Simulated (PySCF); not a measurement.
CrF2O2, multiplicity 1. Atoms are numbered in the order given.

```xyz
5

Cr     0.0000     0.0000     0.0517
O      0.0000     1.2351     0.9460
O      0.0000    -1.2351     0.9460
F     -1.3833     0.0000    -0.9098
F      1.3833     0.0000    -0.9098
```

Geometry: PBE0-D3(BJ)/def2-SVP. The spin state was assumed, not searched. The isomer is the one that the SMILES or the coordinates give; other isomers of the formula were not compared.

The numbers are results of CAM-B3LYP/def2-TZVP (PySCF), not measurements.

Symmetry labels are those of the subgroup C2v that the program uses (full group C2v).

List the valence orbital energies around the gap with their symmetry. (Estimate from the structure and the level; the computed values follow.)


```csv
orbital,symmetry,energy (eV)
HOMO−7,B2,-16.25
HOMO−6,A1,-15.05
HOMO−5,B1,-14.68
HOMO−4,B2,-14.36
HOMO−3,A1,-13.59
HOMO−2,A2,-13.32
HOMO−1,B1,-13.20
HOMO,B2,-12.08
LUMO,A1,-3.84
LUMO+1,A2,-3.43
LUMO+2,B1,-2.54
LUMO+3,A1,-1.68
```
